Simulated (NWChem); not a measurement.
# C2H4BFO2; SMILES FB(O)OC=C

```xyz
10

C      0.5127     2.1557    -0.0019
C     -0.6685     1.5143     0.0011
O     -0.9070     0.1661     0.0008
B     -0.0129    -0.8720     0.0002
O     -0.5251    -2.1325    -0.0014
F      1.3239    -0.6759     0.0014
H      1.4796     1.6365    -0.0049
H      0.5049     3.2546    -0.0013
H     -1.6232     2.0661     0.0041
H      0.1802    -2.8030    -0.0015
```
Atoms are numbered in this order, from 1.

Program: NWChem. Medium grid unless said otherwise, to which SCAN and Minnesota functionals are sensitive. Geometry: optimised at PBE-D3(BJ)/def2-SVP. Total energies of different functionals are on different scales.

| level | energy (Ha) | highest occupied level (eV) | orbital gap (eV) | dipole (D) | relative time |
|---|---|---|---|---|---|
| B3LYP/def2-SVP | -353.6355 | -6.84 | 6.92 | 1.02 | 1 |
| PBE/def2-SVP | -353.2347 | -5.86 | 5.14 | 1.06 | 1 |
| N12/def2-SVP | -353.5508 | -5.72 | 5.19 | 1.03 | 1 |
| B97-2/def2-SVP | -353.5114 | -6.86 | 7.10 | 1.02 | 1 |
| OLYP/def2-SVP | -353.5172 | -5.71 | 5.19 | 1.05 | 1 |
| CAM-B3LYP/def2-SVP | -353.5013 | -8.42 | 9.94 | 1.04 | 4 |
| HCTH/407/def2-SVP | -353.5551 | -6.03 | 5.22 | 1.05 | 1 |
| r2SCAN0/def2-SVP | -353.4029 | -7.30 | 7.72 | 1.03 | 1 |

The last column is a rough cost ratio, cheapest run = 1.
